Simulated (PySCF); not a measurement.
Atom-mapped SMILES (the numbers label the heavy atoms): `[SiH3:1][O:2][GeH2:3][SH:4]` (H(Xn): hydrogen on atom n).

PySCF 2.14 calculation with structure optimised with PBE0-D3(BJ)/def2-SVP and shielding tensors at PBE0/pcSseg-1 (GIAO); a single conformation, no solvent, rapidly exchanging positions averaged, non-relativistic Hamiltonian.

Scale: TMS for 1H and 29Si; 17O against H2O; GeMe4 for 73Ge; CS2 for 33S (reference shieldings calculated alike).

```json
{"atoms": "Si1", "nucleus": "29Si", "count": "1", "Hirshfeld charge": "0.35", "δ (ppm)": "-36.1"}
{"atoms": "H(Si1)", "nucleus": "1H", "count": "3", "Hirshfeld charge": "-0.08", "δ (ppm)": "4.95"}
{"atoms": "Ge3", "nucleus": "73Ge", "count": "1", "Hirshfeld charge": "0.41", "δ (ppm)": "7"}
{"atoms": "S4", "nucleus": "33S", "count": "1", "Hirshfeld charge": "-0.13", "δ (ppm)": "-187"}
{"atoms": "H(Ge3)", "nucleus": "1H", "count": "2", "Hirshfeld charge": "-0.05", "δ (ppm)": "5.65"}
{"atoms": "O2", "nucleus": "17O", "count": "1", "Hirshfeld charge": "-0.33", "δ (ppm)": "?"}
{"atoms": "H(S4)", "nucleus": "1H", "count": "1", "Hirshfeld charge": "0.06", "δ (ppm)": "?"}
```

Task: Fill in the missing shifts.

Result: 
- H(S4): 1.15 ppm, hydrogen on a sulfur bonded to Ge; labile proton, position sensitive to the medium
- O2: 27.5 ppm, oxygen bonded to Ge, Si

Relativistic effects, spin–orbit coupling among them, are left out; they matter for Ge and for the light atoms bonded to it. OH/NH shifts are gas-phase values; hydrogen bonding in solution moves them, usually downfield. Experimental scales use liquid or dissolved standards, which lie at an offset from isolated H2O (liquid H2O: subtract about 36 ppm).
